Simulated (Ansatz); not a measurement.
Consider the ligand exchange at a B–C bond: `B[CH2][GeH2][CH3]` + `C=C=N` → `BN=C=C` + `[CH3][GeH2][CH3]`.

Computed with Ansatz on PBE0-D4/def2-TZVP structures; ΔE is electronic, products minus reactants. CCSD(T)/CBS adds triple-zeta CCSD(T) − MP2 to the extrapolated MP2 energy (def2 sets, frozen cores). This one scheme is used for every species. DFT in def2-TZVPP. B3LYP here is the variant with VWN-RPA as its local correlation; programs differ in this. For Ge outer-core shells are correlated without core-valence functions, which leaves a few kJ/mol of doubt a bond. Scalar relativity is left out up to krypton. Each species was taken in one conformer, which may not be the lowest.

Is it downhill or uphill in electronic energy at CCSD(T)/CBS, and by how much? (Best estimate.)

Computed: Downhill: ΔE = -98.0 kJ/mol.

What do these levels give: PBE-D4, B3LYP-D4, ωB97X-V, B2PLYP, B3LYP, MP2/def2-TZVPP, SCS-MP2/def2-TZVPP, CCSD(T)/def2-TZVPP, HF/def2-QZVPP, MP2/def2-QZVPP, HF/CBS(def2), MP2/CBS(def2)? (Estimate.)

Computed: PBE-D4 -107.9, B3LYP-D4 -113.2, ωB97X-V -99.2, B2PLYP -110.7, B3LYP -117.3, MP2/def2-TZVPP -100.1, SCS-MP2/def2-TZVPP -101.0, CCSD(T)/def2-TZVPP -98.4, HF/def2-QZVPP -111.2, MP2/def2-QZVPP -100.1, HF/CBS(def2) -111.3, MP2/CBS(def2) -99.8 kJ/mol.

Largest T1 diagnostic among the species: 0.017.

From PBE to PBE0 (25 % exact exchange), in def2-TZVPP and without D4, ΔE moves by +4.0 kJ/mol. The D4 term adds +4.1 kJ/mol with B3LYP and +2.2 kJ/mol with PBE0; it sums over pairs of atoms, weighted by their polarisabilities, and B3LYP, whose exchange is more repulsive, gets the larger term. In def2-TZVPP, CCSD(T) changes the Hartree–Fock value by +12.5 kJ/mol (the triples alone add +0.6 kJ/mol) and MP2 by +10.7 kJ/mol.
